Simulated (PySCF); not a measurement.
This triplet is an excited state, 2.01 eV above the relaxed singlet at the level B3LYP-D3(BJ)/def2-TZVP (PySCF).

Z-matrix (Å, degrees):
```
C
C 1 1.3382
H 2 1.0820 1 122.69
H 1 1.0832 2 122.85 3 179.36
H 2 1.0851 3 117.04 1 179.58
Ge 1 1.9438 4 114.21 2 179.03
O 6 1.8081 1 113.10 4 -177.68
H 7 0.9643 6 112.54 1 -106.52
```
Charge 0, spin multiplicity 3.

### Question
What highest occupied spin orbital, dipole moment and total energy does PBE-D3(BJ)/def2-TZVP // B3LYP-D3(BJ)/def2-TZVP run with PySCF give?

### Answer

```json
{
 "highest_occupied_spin_orbital": "-3.77 eV",
 "dipole_moment": "1.30 D",
 "total_energy": "-2230.3316 Ha"
}
```
